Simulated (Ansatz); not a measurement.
In(OH)2(SMe) (CH5InO2S), SMILES [S](C)[In]([OH])[OH].

The structure is a stationary point at PBE0-D3(BJ)/def2-SVP. The structure was generated by enumeration; whether it is a known compound was not checked. The def2 effective core potentials stand for the cores of In; spin–orbit coupling is left out. One conformer was computed; it need not be the lowest.

Two levels are set side by side: PBE/def2-SVPD (Ansatz, a quantum-chemistry and plane-wave program) and PBE0/def2-SVPD (Ansatz). Energy differences of separate SCF runs at the same geometry; the states with an electron removed or added have multiplicity 2 and 2. Differences are taken from unrounded values.

```tsv
quantity	PBE0
vertical ionisation energy (eV)	9.24
vertical electron affinity (eV)	0.51
vertical singlet–triplet gap (eV)	3.84
```

**Question.** What does PBE give, and how far is it from PBE0? (Estimate from the structure and the level; the computed values follow.)

**Answer.** 
```
quantity                            PBE  PBE minus PBE0
---------------------------------  ----  --------------
vertical ionisation energy (eV)    8.97           -0.27
vertical electron affinity (eV)    0.64            0.14
vertical singlet–triplet gap (eV)  3.46           -0.39
```
